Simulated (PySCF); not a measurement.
Species: C₇H₄FO (charge +1).
Structure used (GFN2-xTB), in Å, numbered top down from 1:
```
atom  x, y, z in Å
C1     3.2237   -0.9164    0.0101
C2     2.0589   -0.6107    0.0188
C3     0.6967   -0.2607    0.0300
C4     0.2351    0.9613   -0.4522
C5    -1.1331    1.2013   -0.3911
F6    -1.6181    2.3301   -0.8296
C7    -2.0000    0.2290    0.1419
C8    -1.4325   -0.9358    0.5832
O9    -0.1408   -1.1610    0.5259
H10    4.2460   -1.1767   -0.0017
H11    0.9191    1.6920   -0.8577
H12   -3.0630    0.4050    0.1950
H13   -1.9964   -1.7569    1.0097
```

Method used: TDDFT wB97X-D/def2-SVPD, vertical, gas phase, core orbitals frozen in the response in PySCF.

Transition dipole moments from the ground state, in atomic units and in the frame of the coordinates above (overall signs are arbitrary), for the states with f of 0.002 or more among the lowest 7:

```tsv
state	E (eV)	μx	μy	μz
S2	4.479	-1.737	0.266	0.094
S3	5.685	-0.257	0.385	-0.138
S4	6.236	-0.040	0.716	-0.309
S7	6.670	-0.277	0.776	-0.308
```

(1) Work out the oscillator strengths.

(2) What is the point group, and which symmetry does each of these states have?

(3) What angle do the transition dipoles of S3 and S4 make?

(4) What peak molar absorption coefficient would the strongest computed level give as a lone Gaussian band 0.5 eV wide at half height?

Results:

(1) f = (2/3) ΔE |μ|² with ΔE in hartree (27.2114 eV).

```csv
state,|μ|² (au),|μ| (D),f
S2,3.098,4.47,0.340
S3,0.233,1.23,0.033
S4,0.610,1.99,0.093
S7,0.774,2.24,0.126
```

(2) Cs. Polarised in the mirror plane, so A′: S2, S3, S4 and S7.

(3) |cos θ| = |μa·μb| / (|μa| |μb|) = 0.87, so θ ≈ 29° (taken between 0 and 90°, since the signs are arbitrary).

(4) ε(max) = 2.175×10⁸ f / FWHM, with the width in cm⁻¹. S2: 2.175×10⁸ × 0.3399 / 4033 ≈ 18000 L mol⁻¹ cm⁻¹.

The run took 42 s on Arm Neoverse V2, one thread (shared host).
